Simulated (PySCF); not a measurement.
Br₂Si, charge +1, quartet, at a GFN2-xTB geometry of the parent state (a state made from the parent by changing its charge; the spin is typed, not shown lowest); TPSS/6-31G** in PySCF.

Here is a job for PySCF.
```python
from pyscf import gto, scf, dft

mol = gto.Mole()
mol.atom = '''
    Si   -0.01521577   -0.00237586    0.77983544
    Br    1.07276535   -1.63797801   -0.14008693
    Br   -1.06667904    1.63892835   -0.17184725
'''
mol.basis = '6-31g**'
mol.charge = 1
mol.spin = 3
mol.verbose = 5
mol.build()

mf = dft.ROKS(mol)
mf.xc = 'tpss'
mf.kernel()
```

Task: Predict the main parts of the log of this PySCF run.

Result: 
```
PySCF version 2.14.0

[INPUT] verbose = 5
[INPUT] max_memory = 4000
[INPUT] num. atoms = 3
[INPUT] num. electrons = 83
[INPUT] charge = 1
[INPUT] spin (= nelec alpha-beta = 2S) = 3
[INPUT] symmetry False subgroup None
[INPUT] Mole.unit = angstrom
[INPUT] Symbol           X                Y                Z      unit          X                Y                Z       unit  Magmom
[...]
[INPUT] ---------------- BASIS SET ----------------
[INPUT] l, kappa, [nprim/nctr], expnt,             c_1 c_2 ...
[INPUT] Si
[...]
                                2425.58           0.0149288
                                553.867           0.0728478
                                156.34            0.24613
                                50.0683           0.485914
                                17.0178           0.325002
[...]
                                69.8731           -0.0357146
                                22.3363           -0.114985
                                8.15039           0.0935634
                                3.13458           0.603017
                                1.22543           0.418959
[...]
                                0.572922          0.00431572
                                0.222192          1.09818
[...]
                                69.8731           0.0326679
                                22.3363           0.134721
                                8.15039           0.328678
                                3.13458           0.44964
                                1.22543           0.261372
[...]
                                0.572922          0.253539
                                0.222192          0.800669
[...]
[INPUT] Br
[...]
                                17074.44          0.01316744
                                3889.576          0.06504553
                                1097.096          0.2269505
                                352.0624          0.4768357
                                120.7002          0.3583677
[...]
                                589.3838          0.02994853
                                191.8738          0.1256009
                                72.95339          -0.0009832786
                                30.05839          -0.6013141
                                12.52927          -0.4913983
[...]
                                38.58948          0.05542122
                                16.37818          0.26812
                                7.221836          -0.1543606
[...]
  4.39241020e+00  4.39760487e+00  4.40353449e+00  4.42725204e+00
  4.56836572e+00  4.58151238e+00]
nelec by numeric integration = [43.00000049 40.0000005 ]
E1 = -8349.863064529902  E2 = 2508.5542487114676  Ecoul = 2711.6373404702695  Exc = -203.08309175880186
cycle= 49 E= -5436.5925886314  delta_E= -0.00104  |g|= 0.04  |ddm|= 0.706
[...]
                  Roothaan           | alpha              | beta
  Highest 2-occ = -0.526146464845351 | -0.526472794383551 | -0.511424712248894
  Lowest 0-occ =  -0.275555999726553 | -0.294307083787112 | -0.257800168066932
  1-occ =         -0.522754514066562 | -0.549190661833198 | -0.510946956240509
  1-occ =         -0.424889199010864 | -0.469573375268673 | -0.380075984384184
  1-occ =         -0.326392091342982 | -0.370255200361857 | -0.280587614020225
  Roothaan mo_energy =
[-4.81963012e+02 -4.81962454e+02 -6.59554537e+01 -6.22276362e+01
 -6.22270840e+01 -5.60644450e+01 -5.60638991e+01 -5.60631624e+01
 -5.60625840e+01 -5.60625409e+01 -5.60620141e+01 -8.76496803e+00
 -8.76434035e+00 -6.60573737e+00 -6.60512582e+00 -6.60055928e+00
 -6.59984767e+00 -6.59856744e+00 -6.59800920e+00 -5.38990017e+00
 -3.76681370e+00 -3.76678863e+00 -3.75967347e+00 -2.75355608e+00
 -2.75291849e+00 -2.75230446e+00 -2.75165608e+00 -2.75082183e+00
 -2.75024964e+00 -2.74679588e+00 -2.74673915e+00 -2.74616536e+00
 -2.74612044e+00 -9.97230080e-01 -9.83630699e-01 -6.86521721e-01
 -6.03268465e-01 -5.46954984e-01 -5.41235002e-01 -5.26146465e-01
 -5.22754514e-01 -4.24889199e-01 -3.26392091e-01 -2.75556000e-01
 -1.86995122e-01 -7.48400648e-02 -3.96451787e-02  3.76626816e-02
  4.45443665e-02  5.13382059e-02  5.71097067e-02  1.10203218e-01
  1.17418680e-01  1.34978222e-01  1.40742330e-01  1.43200695e-01
  1.94355978e-01  2.05603674e-01  2.18401032e-01  2.27583574e-01
  2.95980686e-01  2.98620139e-01  3.03331295e-01  3.07800275e-01
  3.08215179e-01  3.74807301e-01  4.62251505e-01  4.68094391e-01
  5.44914391e-01  5.46539149e-01  8.17116749e-01  8.19714667e-01
  4.36716161e+00  4.36783579e+00  4.36869035e+00  4.36944280e+00
  4.39147428e+00  4.39843438e+00  4.40420932e+00  4.42636284e+00
  4.56824874e+00  4.58141782e+00]
nelec by numeric integration = [43.00000049 40.00000049]
E1 = -8349.903208955351  E2 = 2508.5937581812796  Ecoul = 2711.678117592086  Exc = -203.08435941080637
cycle= 50 E= -5436.59322358703  delta_E= -0.000635  |g|= 0.039  |ddm|= 0.347
SCF not converged.
SCF energy = -5436.59322358703
```

Convergence was not reached.
